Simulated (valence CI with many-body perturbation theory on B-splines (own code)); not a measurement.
Forbidden lines of Sm⁵⁶⁺

Method: configuration interaction combined with many-body perturbation theory (CI+MBPT): four valence electrons over a frozen Dirac-Fock core [He], a basis of 11 s, 11 p, 9 d, 7 f, 5 g, 2 h, 1 i functions for each j, with the one-electron correlation potential Σ1, the two-electron term Σ2, the three-electron term Σ3, Breit, model QED; selected CI, second order for the rest (own B-spline code, finite nucleus).

The last digits are not significant, and no measured levels were compared; by estimate large intervals hold to a few tenths of a per cent, small ones and those within an open d or f shell to about a per cent. Among the levels kept, up to 250 cm⁻¹ of a level comes from second order outside the variational space, and about a tenth of that is noise between levels of different J, which matters for small intervals.

Lines 1 to 50 of 56 in falling wavelength, among levels below 8182.2 eV, chosen from the decays that carry over 1 % of a level's rate. Wavelengths and rates use the calculated energies. Electric multipoles are in the length gauge, E1 and E2 with the static RPA response of the core. Weak lines are less certain than strong ones. Lines between different terms over intervals too small for the method are left out, as are lines whose strength nearly cancels. The highest levels of a list are the least certain.

Levels are named by their leading jj configuration (3d3/2^4 stands for four electrons in 3d with j = 3/2), which in mixed levels can hold well under half, so a name can repeat and another be missing. Letters in brackets count levels of one name in rising energy.

```tsv
λ vac (Å)	Upper	Lower	Type	A (s⁻¹)	Branch %
19.82	(2s^2 2p1/2 2p3/2) J=1	(2s^2 2p1/2^2) J=0	M1	1.56e+09	100.0
19.38	(2s^2 2p3/2 3d5/2) J=4	(2s^2 2p1/2 3d5/2) J=3	M1	1.24e+09	1.7
19.33	(2s^2 2p3/2^2) J=2	(2s^2 2p1/2 2p3/2) J=2	M1	1.25e+09	19.0
19.29	(2s^2 2p1/2 2p3/2) J=2	(2s^2 2p1/2^2) J=0	E2	3.81e+06	99.7
18.82	(2s^2 2p3/2^2) J=2	(2s^2 2p1/2 2p3/2) J=1	M1	1.26e+09	19.1
17.52	(2s^2 2p3/2^2) J=0	(2s^2 2p1/2 2p3/2) J=1	M1	2.97e+09	37.4
2.150	(2s^2 2p3/2 3d5/2) J=4	(2s 2p3/2^3) J=2	E2	7.89e+08	1.1
1.965	(2s^2 2p3/2 3p1/2) J=2	(2s^2 2p3/2^2) J=0	E2	1.80e+11	5.7
1.960	(2s^2 2p1/2 3p1/2) J=1	(2s^2 2p1/2 2p3/2) J=2	E2	4.96e+11	36.8
1.959	(2s 2p1/2^2 3p1/2) J=0	(2s 2p1/2^2 2p3/2) J=2	E2	9.68e+11	26.8
1.954	(2s^2 2p1/2 3p1/2) J=1	(2s^2 2p1/2 2p3/2) J=1	E2	4.91e+11	36.4
1.950	(2s^2 2p3/2 3p1/2) J=1	(2s^2 2p3/2^2) J=2	E2	5.07e+11	13.0
1.950	(2s^2 2p3/2 3p1/2) J=2	(2s^2 2p3/2^2) J=2	E2	6.83e+11	21.7
1.949	(2s^2 2p3/2 3d5/2) J=4	(2s 2p1/2 2p3/2^2) J=2 [b]	E2	1.07e+09	1.5
1.948	(2s^2 2p1/2 3p1/2) J=0	(2s^2 2p1/2 2p3/2) J=2	E2	9.56e+11	29.4
1.928	(2s 2p1/2 2p3/2 3p3/2) J=4	(2s 2p1/2 2p3/2^2) J=2 [b]	E2	3.05e+10	2.7
1.926	(2s^2 2p3/2 3d5/2) J=4	(2s 2p1/2 2p3/2^2) J=3	E2	5.88e+09	8.2
1.906	(2s 2p1/2 2p3/2 3p3/2) J=4	(2s 2p1/2 2p3/2^2) J=3	E2	2.87e+11	25.5
1.906	(2s 2p1/2 2p3/2 3p3/2) J=0 [b]	(2s 2p1/2 2p3/2^2) J=2 [b]	E2	5.11e+11	7.4
1.904	(2s^2 2p3/2 3p3/2) J=2	(2s^2 2p3/2^2) J=0	E2	1.90e+11	1.4
1.903	(2s 2p1/2 2p3/2 3p3/2) J=1 [d]	(2s 2p1/2 2p3/2^2) J=2 [b]	E2	3.00e+11	2.3
1.900	(2s 2p1/2 2p3/2 3p3/2) J=1 [d]	(2s 2p1/2 2p3/2^2) J=1 [a]	E2	2.56e+11	2.0
1.899	(2s 2p1/2^2 3p3/2) J=2	(2s 2p1/2^2 2p3/2) J=2	E2	3.35e+11	2.5
1.898	(2s^2 2p1/2 3p3/2) J=2	(2s^2 2p1/2 2p3/2) J=2	E2	3.35e+11	16.8
1.897	(2s^2 2p1/2 3p3/2) J=1	(2s^2 2p1/2 2p3/2) J=2	E2	2.37e+11	3.9
1.897	(2s^2 2p3/2 3p3/2) J=3	(2s^2 2p3/2^2) J=2	E2	3.66e+11	5.1
1.895	(2s 2p1/2 2p3/2 3p3/2) J=4	(2s 2p1/2 2p3/2^2) J=2 [a]	E2	1.86e+10	1.7
1.893	(2s^2 2p1/2 3p3/2) J=2	(2s^2 2p1/2 2p3/2) J=1	E2	1.48e+11	7.4
1.892	(2s^2 2p1/2 3p3/2) J=1	(2s^2 2p1/2 2p3/2) J=1	E2	2.27e+11	3.7
1.883	(2s^2 2p3/2 3p3/2) J=0	(2s^2 2p3/2^2) J=2	E2	9.63e+11	7.7
1.882	(2s 2p1/2 2p3/2 3p3/2) J=1 [d]	(2s 2p1/2 2p3/2^2) J=3	E2	1.85e+11	1.4
1.874	(2s 2p1/2 2p3/2 3d5/2) J=5	(2s 2p1/2 2p3/2^2) J=3	M2	1.84e+10	43.7
1.874	(2s 2p1/2 2p3/2 3d5/2) J=5	(2s 2p1/2 2p3/2^2) J=3	E3	9.43e+08	2.2
1.873	(2s 2p1/2 2p3/2 3p3/2) J=0 [b]	(2s 2p1/2 2p3/2^2) J=2 [a]	E2	1.38e+11	2.0
1.865	(2s^2 2p3/2 3d5/2) J=4	(2s^2 2p3/2^2) J=2	M2	1.76e+10	24.7
1.865	(2s^2 2p3/2 3d5/2) J=4	(2s^2 2p3/2^2) J=2	E3	1.26e+09	1.8
1.751	(2s^2 2p3/2 3d5/2) J=4	(2s 2p1/2^2 2p3/2) J=2	E2	5.63e+09	7.9
1.735	(2s 2p1/2 2p3/2 3p3/2) J=4	(2s 2p1/2^2 2p3/2) J=2	E2	5.22e+11	46.3
1.731	(2s 2p1/2 2p3/2 3p3/2) J=1 [d]	(2s 2p1/2^2 2p3/2) J=1	E2	3.24e+11	2.5
1.728	(2s^2 2p1/2 3p3/2) J=2	(2s^2 2p1/2^2) J=0	E2	4.63e+11	23.2
1.727	(2s^2 2p3/2 3p3/2) J=3	(2s^2 2p1/2 2p3/2) J=2	E2	2.40e+11	3.3
1.723	(2s^2 2p3/2 3p3/2) J=3	(2s^2 2p1/2 2p3/2) J=1	E2	3.37e+11	4.6
1.721	(2s^2 2p3/2 3p3/2) J=2	(2s^2 2p1/2 2p3/2) J=2	E2	3.70e+11	2.8
1.717	(2s^2 2p3/2 3p3/2) J=2	(2s^2 2p1/2 2p3/2) J=1	E2	1.67e+11	1.3
1.716	(2s^2 2p3/2 3p3/2) J=0	(2s^2 2p1/2 2p3/2) J=2	E2	5.29e+11	4.2
1.708	(2s 2p1/2 2p3/2 3d5/2) J=5	(2s 2p1/2^2 2p3/2) J=2	E3	2.35e+09	5.6
1.701	(2s^2 2p3/2 3d5/2) J=4	(2s^2 2p1/2 2p3/2) J=2	M2	8.23e+09	11.6
1.701	(2s^2 2p3/2 3d5/2) J=4	(2s^2 2p1/2 2p3/2) J=2	E3	9.68e+08	1.4
1.697	(2s^2 2p3/2 3d5/2) J=4	(2s^2 2p1/2 2p3/2) J=1	E3	1.64e+09	2.3
1.670	(2s 2p1/2 2p3/2 3d3/2) J=4	(2s^2 2p1/2 2p3/2) J=2	E2	9.07e+11	74.7
```
